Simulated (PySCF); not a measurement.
Sn(I)(NH2) (H2INSn), SMILES [NH2][Sn][I] (connectivity only; charge and spin as stated), neutral, multiplicity 1. Heavy atoms are numbered as in [Sn:1]([I:2])[NH2:3]. Hydrogens are named by the atom that carries them.

Coordinates come from a PBE0-D3(BJ)/def2-SVP optimisation. The def2 effective core potentials stand for the cores of I, Sn; spin–orbit coupling is left out. The values are those of a single conformer.

Level of theory: CAM-B3LYP/def2-TZVPD run with PySCF.

Mulliken values depend strongly on the basis, most of all with diffuse functions as here. ESP charges are fitted to the potential on shells at 1.4 to 2.0 van der Waals radii. Atomic charges (e), one atom of each kind:

```
atom      Mulliken  ESP fit
--------  --------  -------
Sn1           0.51      [?]
I2           -0.34      [?]
N3 (NH2)     -0.58      [?]
H on N3       0.22      [?]
```

Q: Some entries are withheld; supply them. (The exact figures need the calculation; the answer reports its results.)

A: 
- Sn1, ESP fit: 0.37
- I2, ESP fit: -0.24
- N3 (NH2), ESP fit: -0.73
- H on N3, ESP fit: 0.29
